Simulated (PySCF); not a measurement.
How do the members of this family differ from one of them?

PySCF, PBE0/def2-SVPD, density fitting, gas phase; each molecule at its own PBE0-D3(BJ)/def2-SVP geometry, one conformer. Singlet excitations by full TDDFT with frozen cores and triplets by Tamm–Dancoff TDDFT. 

Torsions of the conformers computed, which needn't be the lowest (atom-mapped SMILES):
- `[CH3:1][O:2][C:3]1=[O+:4][BH2-:5][O:6][CH:7]=[CH:8]1`: C1–O2–C3–O4 3°
- `[BH2-:1]1[O:2][CH:3]=[CH:4][C:5]([CH:6]2[CH2:7][CH2:8]2)=[O+:9]1`: C4–C5–C6–C7 148°
- `[CH3:1][O:2][CH2:3][C:4]1=[O+:5][BH2-:6][O:7][CH:8]=[CH:9]1`: C1–O2–C3–C4 -176°, O2–C3–C4–O5 -172°
- `[CH3:1][Si:2]([CH3:3])([CH3:4])[O:5][C:6]1=[O+:7][BH2-:8][O:9][CH:10]=[CH:11]1`: C1–Si2–O5–C6 -179°, Si2–O5–C6–O7 0°
- `[CH3:1][CH:2]([CH3:3])[C:4]1=[O+:5][BH2-:6][O:7][CH:8]=[CH:9]1`: C1–C2–C4–O5 134°
- `[F:1][C:2]([F:3])([F:4])[C:5]1=[O+:6][BH2-:7][O:8][CH:9]=[CH:10]1`: F1–C2–C5–O6 -2°
- `[SiH3:1][N:2]([SiH3:3])[C:4]1=[O+:5][BH2-:6][O:7][CH:8]=[CH:9]1`: Si1–N2–C4–O5 -3°
- `[CH2:1]=[CH:2][CH2:3][C:4]1=[O+:5][BH2-:6][O:7][CH:8]=[CH:9]1`: C1–C2–C3–C4 117°, C2–C3–C4–O5 154°

Reference: `COC1=[O+][BH2-]OC=C1`, with HOMO energy -6.99 eV, LUMO energy -1.72 eV, lowest singlet excitation 4.16 eV, lowest triplet excitation 3.17 eV, mean polarisability 75.3 au and dipole moment 4.21 D.

Changes against it:

```json
{"molecule": "COCC1=[O+][BH2-]OC=C1", "Δ HOMO energy (eV)": "-0.08", "Δ LUMO energy (eV)": "-0.51", "Δ lowest singlet excitation (eV)": "-0.46", "Δ lowest triplet excitation (eV)": "-0.39", "Δ mean polarisability (au)": "+12.8", "Δ dipole moment (D)": "+0.89"}
{"molecule": "CC(C)C1=[O+][BH2-]OC=C1", "Δ HOMO energy (eV)": "-0.04", "Δ LUMO energy (eV)": "-0.41", "Δ lowest singlet excitation (eV)": "-0.41", "Δ lowest triplet excitation (eV)": "-0.33", "Δ mean polarisability (au)": "+19.1", "Δ dipole moment (D)": "+0.94"}
{"molecule": "[SiH3]N([SiH3])C1=[O+][BH2-]OC=C1", "Δ HOMO energy (eV)": "+0.05", "Δ LUMO energy (eV)": "-0.10", "Δ lowest singlet excitation (eV)": "-0.13", "Δ lowest triplet excitation (eV)": "-0.03", "Δ mean polarisability (au)": "+45.2", "Δ dipole moment (D)": "+1.01"}
{"molecule": "C=CCC1=[O+][BH2-]OC=C1", "Δ HOMO energy (eV)": "-0.07", "Δ LUMO energy (eV)": "-0.54", "Δ lowest singlet excitation (eV)": "-0.49", "Δ lowest triplet excitation (eV)": "-0.41", "Δ mean polarisability (au)": "+19.4", "Δ dipole moment (D)": "+0.80"}
```

Rows whose labels were lost:

```
row  Δ HOMO energy (eV)  Δ LUMO energy (eV)  Δ lowest singlet excitation (eV)  Δ lowest triplet excitation (eV)  Δ mean polarisability (au)  Δ dipole moment (D)
  P               +0.42               +0.14                             -0.25                             -0.21                       +48.0                +0.39
  Q               -0.39               -1.38                             -0.97                             -0.92                        -3.4                -0.40
  R               +0.04               -0.39                             -0.44                             -0.34                       +18.1                +0.88
```

Question: Which row belongs to which of `[BH2-]1OC=CC(C2CC2)=[O+]1`, `C[Si](C)(C)OC1=[O+][BH2-]OC=C1` and `FC(F)(F)C1=[O+][BH2-]OC=C1`?

Answer: P = `C[Si](C)(C)OC1=[O+][BH2-]OC=C1`, Q = `FC(F)(F)C1=[O+][BH2-]OC=C1` and R = `[BH2-]1OC=CC(C2CC2)=[O+]1`. P and Q are told apart most clearly by the mean polarisability (+48.0 against -3.4 au); P and R are told apart most clearly by the mean polarisability (+48.0 against +18.1 au); Q and R are told apart most clearly by the mean polarisability (-3.4 against +18.1 au); R comes close to the labelled row of `CC(C)C1=[O+][BH2-]OC=C1` in every column.

Question: Which row has the smallest HOMO–LUMO gap and which the largest, and does the HOMO or the LUMO shift more there?

Answer: Smallest, counted from the reference: Q, -0.99 eV (HOMO -0.39, LUMO -1.38), the larger shift being that of the LUMO. Largest: `[SiH3]N([SiH3])C1=[O+][BH2-]OC=C1`, -0.15 eV (HOMO +0.05, LUMO -0.10), the larger shift being that of the LUMO. The gap of the reference itself lies above all of them.
